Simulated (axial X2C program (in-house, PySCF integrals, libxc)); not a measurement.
**Outer orbitals of CoAs at 2.219 Å, PBE0**

Computed with an axial X2C code built on PySCF integrals. Spin-free means the one-electron spin-free X2C Hamiltonian; two-component (2c) means X2C with spin–orbit coupling and atomic mean-field two-electron Coulomb and Gaunt terms, so the difference of the two also holds small scalar two-electron terms. Basis: As dyall-cv3z [9s9p6d4f1g], Co dyall-cv3z [9s10p6d3f2g] (cores contracted in-house); Gaussian nuclei, density fitting, unrestricted open shells. Masses: As 74.922 u, Co 58.933 u.

The distance is close to the 2c PBE0 minimum; the highest filled and lowest empty levels are listed.

Spin-free orbitals, state M_S = 2, Λ = 2 (beyond evenly filled blocks: σα, π+α, π-α, δ+α, δ+β, δ-α) (Löwdin shares):

| symmetry | occupied | ε (eV) | atomic character |
| --- | --- | --- | --- |
| σα | yes | -16.06 | 75% As s, 10% Co p, 8% Co s |
| σβ | yes | -14.48 | 75% As s, 10% Co p, 8% Co s |
| σα | yes | -9.34 | 89% Co d, 7% As p, 3% As s |
| π-α | yes | -8.65 | 91% Co d, 8% As p |
| π+α | yes | -8.65 | 91% Co d, 8% As p |
| δ+α | yes | -8.63 | 100% Co d |
| δ-α | yes | -8.63 | 100% Co d |
| π+β | yes | -6.72 | 89% Co d, 9% As p |
| σα | yes | -6.71 | 53% As p, 39% Co s, 4% Co d |
| σβ | yes | -6.58 | 67% As p, 19% Co s, 7% Co d |
| π-β | yes | -6.45 | 87% Co d, 11% As p |
| δ+β | yes | -6.29 | 100% Co d |
| π-α | yes | -5.87 | 78% As p, 11% Co d, 10% Co p |
| π+α | yes | -5.87 | 78% As p, 11% Co d, 10% Co p |
| σα | no | -2.46 | 38% Co p, 36% Co s, 22% As p |
| π+β | no | -2.39 | 69% As p, 20% Co p, 11% Co d |
| π-β | no | -2.34 | 67% As p, 19% Co p, 14% Co d |
| σβ | no | -2.29 | 55% Co s, 21% Co p, 14% Co d |

Spinors with spin–orbit coupling (state Ω = 4):

| ω | occupied | ε (eV) | atomic character | λ mixture |
| --- | --- | --- | --- | --- |
| 1/2 | yes | -16.06 | 75% As s, 10% Co p, 8% Co s | 100% σ |
| -1/2 | yes | -14.48 | 75% As s, 10% Co p, 8% Co s | 100% σ |
| 1/2 | yes | -9.34 | 89% Co d, 7% As p, 3% As s | 100% σ |
| -3/2 | yes | -8.70 | 100% Co d | 100% δ |
| -1/2 | yes | -8.68 | 90% Co d, 8% As p | 100% π |
| 3/2 | yes | -8.61 | 91% Co d, 8% As p | 100% π |
| 5/2 | yes | -8.56 | 100% Co d | 100% δ |
| 1/2 | yes | -6.77 | 59% Co d, 26% As p, 12% Co s | 66% π, 34% σ |
| 1/2 | yes | -6.69 | 37% As p, 34% Co d, 26% Co s | 66% σ, 34% π |
| -1/2 | yes | -6.60 | 67% As p, 18% Co s, 7% Co d | 97% σ, 3% π |
| -3/2 | yes | -6.43 | 87% Co d, 10% As p | 100% π |
| 3/2 | yes | -6.36 | 100% Co d | 100% δ |
| -1/2 | yes | -5.93 | 78% As p, 11% Co d, 10% Co p | 97% π, 3% σ |
| 3/2 | yes | -5.78 | 78% As p, 11% Co d, 11% Co p | 100% π |
| 1/2 | no | -2.50 | 41% As p, 29% Co p, 21% Co s | 58% σ, 42% π |
| 1/2 | no | -2.41 | 50% As p, 28% Co p, 14% Co s | 58% π, 42% σ |
| -3/2 | no | -2.28 | 67% As p, 20% Co p, 13% Co d | 100% π |
| -1/2 | no | -2.28 | 55% Co s, 21% Co p, 14% Co d | 100% σ |

Q: How does the gap between the highest filled and lowest empty level change from the spin-free to the 2c table?

A: From 3.41 to 3.28 eV at PBE0, a change of -0.13 eV.

Mulliken charges and populations of the two-component result (they depend on the basis, above all on diffuse functions):

As -0.33 e (s 7.96 p 15.31 d 10.04 f 0.01), Co 0.33 e (s 6.71 p 12.17 d 7.79). ⟨Lz⟩ = 2.00 ħ and ⟨Sz⟩ = 2.00 ħ (0.79 and 1.21 on the two atoms), which add up to Ω.

One determinant describes the state; a PBE0 search over occupations chose it and may have missed a lower one. Density functionals use the spin component along the axis (collinear). Other states lie close and PBE0, whose exact exchange favours high spin, may order them wrongly; the determinant shown need not be the ground state. The nearest other spin-free determinant of the search, M_S = 2, Λ = 3, lies 0.36 eV up at the distance of the search. The functionals have no current-density term, which raises determinants with orbital currents, atoms included. With several unpaired electrons one determinant need not be a pure state. Open-shell Ω = 0 determinants with evenly filled partner blocks cannot be reached by this program, so the Ω shown need not be the lowest component.
